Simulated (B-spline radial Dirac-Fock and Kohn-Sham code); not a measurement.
**Subshell cross sections of P³⁺, photon energy 2910 eV**

System: the P³⁺ ion in the configuration [Ne] 3s2.

Input file task.json (cfg lists n, l and occupation; rrms is the nuclear radius in fm):

```json
{"items": [{
  "Z": 15,
  "q": 3,
  "cfg": [[1, 0, 2], [2, 0, 2], [2, 1, 6], [3, 0, 2]],
  "A": 31,
  "rrms": 3.1889,
  "do": ["binding", "quiet", "photo"],
  "hv": [30.8, 78.2, 146.0, 188.0, 292.0, 498.0, 524.0, 558.0, 612.0, 1070.0, 1100.0, 1730.0, 2910.0, 3370.0, 3860.0, 3910.0, 4990.0, 6760.0, 8370.0, 20900.0, 23500.0, 39800.0, 50600.0, 123000.0]
}]}
```

Command: `python xray_run.py task.json out`

These are calculated numbers from a radial atomic solver; the model is the independent-particle Dirac-Slater model, thresholds from Dirac-Fock. The asymmetry parameter β is from the dipole term alone. Kinetic energies are from the vacuum level.

The last column is dσ/dΩ = σ/(4π) · [1 − (β/2) P₂(cos θ)] at θ = 0° from the beam of unpolarised light.

| subshell | electrons | binding (eV) | kinetic (eV) | σ (kb) | β | dσ/dΩ (kb/sr) |
| --- | --- | --- | --- | --- | --- | --- |
| 1s | 2 | 2197.5 | 712.5 | 58.4 | 2.00 | ≈ 0 |
| 2s | 2 | 240.3 | 2669.7 | 3.39 | 2.00 | ≈ 0 |
| 2p1/2 | 2 | 181.4 | 2728.6 | 0.604 | 0.78 | 0.0293 |
| 2p3/2 | 4 | 180.5 | 2729.5 | 1.18 | 0.78 | 0.0572 |
| 3s | 2 | 49.80 | 2860.2 | 0.392 | 2.00 | ≈ 0 |

Branching ratios of the spin-orbit partners (statistical value in brackets): 2p 1.95 (2.00).

Run: 2.7 s of CPU time on 1 thread of Neoverse-N1 (shared host), peak memory 0.30 GiB.
